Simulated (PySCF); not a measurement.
CrF4: Cr(IV) (d2), charge 0. The structure is a PBE0-D3(BJ)/def2-TZVP geometry optimised for multiplicity 3; coordination tetrahedral, point group Td, metal–donor distances 1.70 Å.

```
5

Cr    0.0000    0.0000    0.0000
F     0.9790    0.9790    0.9790
F     0.9790   -0.9790   -0.9790
F    -0.9790   -0.9790    0.9790
F    -0.9790    0.9790   -0.9790
```

Method (PySCF 2.14, density fitting): CASSCF(2,5) with orbitals averaged over all microstates of the shell, strongly contracted NEVPT2 on the averaged canonical orbitals; basis x2c-TZVPall on the metal, x2c-SVPall elsewhere; spin-free X2C; gas phase; spin-orbit coupling by state interaction with the mean-field operator over all roots.

What is the ground state?

3A2 (S = 1, orbital degeneracy 1), with 2.0 electrons in the lower (e-type) set and 0.0 in the upper (t2-type) set, by NEVPT2.

List the excited states of the same spin.

By NEVPT2: 3T2 at 13612 cm⁻¹ (735 nm); 3T1 at 20631 cm⁻¹ (485 nm); 3T1 at 30652 cm⁻¹ (326 nm). The strongest, at 20631 cm⁻¹, has f = 2.1e-03.

Which is the lowest state of another spin?

1E at 13307 cm⁻¹ by NEVPT2; CASSCF alone puts it at 15282 cm⁻¹ above the same ground state.

Give the fitted ligand-field and repulsion parameters.

At CASSCF level (the NEVPT2 levels don't fit a ligand-field model well): orbital energies 0, 0, 11593, 11593, 11593 cm⁻¹; 10Dq = 11593 cm⁻¹; B = 972 cm⁻¹; C = 3768 cm⁻¹; B over its free-ion value at the same level 0.771; the fit misses the states by 509 cm⁻¹ rms, so splittings below that are unsure; ζ = 243 cm⁻¹ (free ion 319).

What magnetic behaviour follows?

The ground multiplet follows a spin Hamiltonian with S = 1, g = 1.940, 1.940, 1.940, D = 0 (spin-orbit part alone); the lowest levels hold 100 % of the spin-free ground state. μeff is 2.79 μB at 300 K and 2.75 μB at 10 K; the spin-only value is 2.83 μB.

No frequencies were computed for the optimised geometry. Charge-transfer states lie outside this active space and may come lower than some of these levels. NEVPT2 lifts 3T2 from 12030 to 13612 cm⁻¹; on the d shell alone such lifts tend to overshoot. NEVPT2 on the d shell alone tends to put d–d bands too high for such charged or covalently bound ions.

The job took 4.7 s on one thread of Arm Neoverse V2 (shared host), with 104 basis functions and a peak of 0.51 GiB, launched as `OMP_NUM_THREADS=1 python lf_run.py task.json out`.
